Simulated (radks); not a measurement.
Results of a calculation; reference values are marked as such.
Question: Valence configurations of Nb (all share [Kr]). Code: a radial shooting solver on a logarithmic mesh with Libxc functionals. Model: Dirac Kohn-Sham, BLYP, spin-unpolarised, spherical densities, finite nucleus; open shells are shared between the two j in proportion to 2j + 1; Fermi nuclear charge, rms radius 4.324 fm. Order these by energy: 4d3.5 5s1.5; 4d4 5s1; 4d3 5s1 5p1; 4d4 5p1; 4d5; 4d2.5 5s1 5p1.5; 4d2 5s1 5p2; 4d3 5s2; 4d3.5 5s1 5p0.5; 4d2 5s2 5p1.

Answer: From the lowest, in eV above it: 4d3 5s2 0.000; 4d3.5 5s1.5 0.175; 4d4 5s1 0.578; 4d3.5 5s1 5p0.5 1.715; 4d5 1.918; 4d3 5s1 5p1 3.311; 4d4 5p1 3.553; 4d2 5s2 5p1 4.167; 4d2.5 5s1 5p1.5 5.413; 4d2 5s1 5p2 8.056. NIST lists [Kr] 4d4 5s1 as the ground configuration; this level of theory puts 4d3 5s2 lower, by 0.578 eV. The energies are those of spherical spin-averaged densities, not of single terms.
